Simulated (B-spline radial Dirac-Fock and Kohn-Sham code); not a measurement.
Run log: Zn⁵⁺

ΔSCF core binding energies without Breit or QED terms, calculated with a B-spline atomic structure program. Keys: rel is the Hamiltonian (dirac, or spin-free x2c and nr, where L3 and M5 stand for the whole 2p and 3d shells), method is hf or an exchange,correlation pair (spin-unpolarised, also for the hole states), nuc the nuclear model, radius_factor scales its radius, rmax is the box in bohr, h the logarithmic mesh step, order the B-spline order, points the quadrature points per cell, c_factor scales the speed of light, and damp, ndamp, maxit and tol steer the iteration. The run stops when the commutator error falls below 10·tol·max(1, Z/10), or the numerical noise floor, and the energy has settled to about 1e-8 Ha; the virial ratio is −V/T.

Input (task.json):

```json
{"items": [{"Z": 30, "q": 5, "cfg": [[1, 0, 2], [2, 0, 2], [2, 1, 6], [3, 0, 2], [3, 1, 6], [3, 2, 7]], "A": 64, "rrms": 3.9283, "do": "settings", "holes": ["K", "L3", "M5"],
  "settings": [{"rel": "dirac", "method": "hf", "nuc": "fermi", "radius_factor": 1.0, "rmax": 45.0, "h": 0.3, "order": 8, "points": 10, "c_factor": 1.0, "maxit": 60, "damp": 0.5, "ndamp": 3, "tol": 1e-06}]}]}
```

Command: `python xray2_run.py task.json out`

Ground-state iterations:

```
iter   energy (Ha)        error
   1    -1766.23548231  1.23e+00
   2    -1781.34140278  8.49e-01
   3    -1786.59588036  2.45e-01
   4    -1787.07841634  5.91e-02
   5    -1787.10247723  3.34e-02
   6    -1787.11204213  2.08e-03
   7    -1787.11206257  1.01e-04
   8    -1787.11206260  1.30e-05
```

The ground state converged in 8 iterations, with total energy -1787.11206 Ha, virial ratio 1.98112 and highest orbital energy -112.60 eV. ΔSCF binding energies: K (1s) 9789.4 eV, L3 (2p3/2) 1135.7 eV. Holes are computed only in closed shells, and unreliable hole states are left out.
